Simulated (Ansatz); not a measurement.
Start from `[AlH2]/[N]=C\S` and change one atom or group to get `[AlH2]/[N]=C\[SeH]`.

Ansatz, PBE0-D4/def2-TZVP geometries, multiplicity 1. Each molecule was computed in one conformer, which needn't be the lowest.

Scalar relativity is left out up to krypton.

```tsv
property	`[AlH2]/[N]=C\S`
LUMO energy (B3LYP/def2-TZVPP) / eV	-1.09
zero-point energy (PBE0-D4/def2-TZVP) / kJ/mol	114.7
size of the dipole moment (B3LYP/def2-TZVPP) / D	1.94
HOMO energy (B3LYP/def2-TZVPP) / eV	-6.83
ideal-gas entropy at 298 K and 1 bar (rigid rotor, harmonic PBE0-D4/def2-TZVP) / J/(mol·K)	328
LUMO energy (PBE0/def2-TZVPP) / eV	-0.89
```

(1) What does the change do to each property? (Best estimate.)

## Answers

(1) Ansatz gave: 
```tsv
property	`[AlH2]/[N]=C\[SeH]`	shift
LUMO energy (B3LYP/def2-TZVPP) / eV	-1.23	-0.14
zero-point energy (PBE0-D4/def2-TZVP) / kJ/mol	110.5	-4.2
size of the dipole moment (B3LYP/def2-TZVPP) / D	1.50	-0.44
HOMO energy (B3LYP/def2-TZVPP) / eV	-6.74	0.09
ideal-gas entropy at 298 K and 1 bar (rigid rotor, harmonic PBE0-D4/def2-TZVP) / J/(mol·K)	342	14
LUMO energy (PBE0/def2-TZVPP) / eV	-1.03	-0.14
```

With PBE0 the HOMO rises by 0.10 eV and the LUMO falls by 0.14 eV, so the gap narrows by about 0.24 eV. PBE moves the HOMO by 0.04 eV and ωB97M-V by 0.15 eV. Dipoles are sizes alone; their direction can turn.

B3LYP here is the variant with VWN-RPA as its local correlation; programs differ in this.

Spin–orbit coupling is left out; it splits and shifts lone-pair levels of the heavy atoms by tenths of an eV.
